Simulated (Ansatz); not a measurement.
C2H6MgOS, SMILES `C[O][Mg][S]C`, relaxed with RKS PBE0-D4/def2-TZVP in the Gaussian-basis code of Ansatz from a PBE-D4/def2-SVP geometry. The force threshold is 0.005 eV/Å; the program also tests the step.

The species carries charge 0 and has multiplicity 1.

Start:

```xyz
11

C     0.809    1.514    2.531
O     0.324    1.144    1.289
Mg   -0.301    0.660   -0.309
S    -1.110    0.030   -2.381
C    -0.703   -1.774   -2.434
H     0.692    2.609    2.722
H     0.284    0.987    3.365
H     1.898    1.286    2.644
H     0.387   -1.962   -2.382
H    -1.067   -2.151   -3.409
H    -1.214   -2.345   -1.635
```

(1) By how much does the energy fall, and how many steps does the optimiser take? (An estimate is asked.)

(2) Which bonds change most? (An estimate is asked.)

(3) Give the relaxed structure. (Estimate.)

## Answers

(1) Ansatz gave: 5.00 kJ/mol, in 6 steps.

(2) Ansatz gave: Mg3–S4 from 2.311 to 2.282 Å; O2–Mg3 from 1.783 to 1.757 Å; S4–C5 from 1.850 to 1.827 Å; C1–H6 from 1.118 to 1.099 Å.

(3) The calculation gave: 
```xyz
11

C     0.804    1.504    2.514
O     0.325    1.121    1.281
Mg   -0.292    0.649   -0.295
S    -1.089    0.023   -2.339
C    -0.698   -1.760   -2.417
H     0.680    2.584    2.682
H     0.282    0.987    3.332
H     1.876    1.282    2.621
H     0.375   -1.945   -2.366
H    -1.059   -2.121   -3.380
H    -1.204   -2.324   -1.633
```
